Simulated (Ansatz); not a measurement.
`FC(F)(F)OBCl`. Charge 0, multiplicity 1.

```xyz
8

F     1.079    0.510    1.312
C     1.062    0.141    0.034
F     2.169   -0.528   -0.227
F     1.046    1.243   -0.711
O     0.001   -0.659   -0.240
B    -1.281   -0.226   -0.061
Cl   -2.548   -1.344   -0.447
H    -1.528    0.864    0.340
```

(1) Give the diagnostics of a CCSD(T)/def2-TZVPP run (frozen core, Ansatz). (Estimate.)

Results:

(1) The calculation gave: T1 = 0.0123, largest single amplitude 0.033, largest double 0.026, (T) share of the correlation energy 3.4 %, 9 CCSD cycles. The RHF solution is stable towards an unrestricted one. T1 lies under the customary mark of 0.02 for closed shells.
